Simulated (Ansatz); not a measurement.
Program: Ansatz. Geometries: PBE0-D4/def2-TZVP. ΔE: electronic, gas phase. CBS: MP2 limit from def2 TZ/QZ plus the TZ coupled-cluster correction, frozen cores. Functionals use def2-TZVPP. B3LYP here is the variant with VWN-RPA as its local correlation; programs differ in this. One conformer a species, not always the lowest.

Reaction (ligand exchange at the Si–N bond): `N=C(S)N[SiH2]F` + `O[SiH](O)O` → `O[SiH](O)O[SiH2]F` + `N=C(N)S`

CCSD(T)/CBS gives -58.0 kJ/mol.

Q: Another level gave -58.7 kJ/mol. Which?
A. B3LYP/def2-TZVPP
B. r2SCAN-D4/def2-TZVPP
C. PBE-D4/def2-TZVPP
D. HF/def2-TZVPP

A: B. r2SCAN-D4 -58.7, PBE-D4 -51.8, B3LYP -63.7, HF/def2-TZVPP -75.4 kJ/mol.

Largest T1 diagnostic among the species: 0.014.

The D4 term adds +3.3 kJ/mol with B3LYP and +1.7 kJ/mol with PBE0; it sums over pairs of atoms, weighted by their polarisabilities, and B3LYP, whose exchange is more repulsive, gets the larger term. In def2-TZVPP, CCSD(T) changes the Hartree–Fock value by +17.7 kJ/mol (the triples alone add +2.9 kJ/mol) and MP2 by +19.6 kJ/mol. From PBE to PBE0 (25 % exact exchange), in def2-TZVPP and without D4, ΔE moves by −3.3 kJ/mol.
